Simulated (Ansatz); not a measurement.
Stepwise reaction of `[O]=[W]([OH])([OH])([OH])[F]` with hydrogen chloride, as a gas-phase model of exchange steps in deposition or etching. ΔE in kJ/mol; ΔG adds harmonic PBE0-D4 terms to CCSD(T)/CBS, at 1 bar.

Isolated molecules relaxed with PBE0-D4/def2-TZVP in Ansatz; ΔE leaves out vibrations. CCSD(T)/CBS adds triple-zeta CCSD(T) − MP2 to the extrapolated MP2 energy (def2 sets, frozen cores). This one scheme is used for every species. DFT in def2-TZVPP. B3LYP here is the variant with VWN-RPA as its local correlation; programs differ in this. def2 core potentials past Kr. For W outer-core shells are correlated without core-valence functions, which leaves a few kJ/mol of doubt a bond. One conformer a species, not always the lowest.

| step | reaction | PBE-D4 | B3LYP-D4 | ωB97M-V | CCSD(T)/CBS | ΔG(500 K) |
| --- | --- | --- | --- | --- | --- | --- |
| 1 | `[O]=[W]([OH])([OH])([OH])[F]` + HCl → `[O]=[W]([OH])([OH])([F])[Cl]` + H₂O | -13.2 | -8.9 | -7.2 | -13.1 | -9.4 |
| 2 | `[O]=[W]([OH])([OH])([F])[Cl]` + HCl → `[O]=[W]([OH])([F])([Cl])[Cl]` + H₂O | -11.3 | -5.9 | -4.1 | -10.3 | -5.5 |

Give the row of step 3, `[O]=[W]([OH])([F])([Cl])[Cl]` + HCl → `[O]=[W]([F])([Cl])([Cl])[Cl]` + H₂O. (Best estimate.)

Computed: 
```csv
step,reaction,PBE-D4,B3LYP-D4,ωB97M-V,CCSD(T)/CBS,ΔG(500 K)
3,`[O]=[W]([OH])([F])([Cl])[Cl]` + HCl → `[O]=[W]([F])([Cl])([Cl])[Cl]` + H₂O,-12.4,-7.7,-3.3,-11.5,-4.2
```

By hand: ΔE of the 3 steps together at CCSD(T)/CBS.

(-13.1) + (-10.3) + (-11.5) = -34.9 kJ/mol, or -11.6 kJ/mol a step.

In ΔE the steps differ by no more than 2.8 kJ/mol. All are downhill at CCSD(T)/CBS. ΔG lies between -9.4 and -4.2 kJ/mol a step. PBE-D4 differs from CCSD(T)/CBS by -1.0 to -0.1 kJ/mol a step. Only this route is followed, and other bonds may react first. Isolated molecules leave out the surface, adducts and barriers. Largest T1 diagnostic: 0.021.
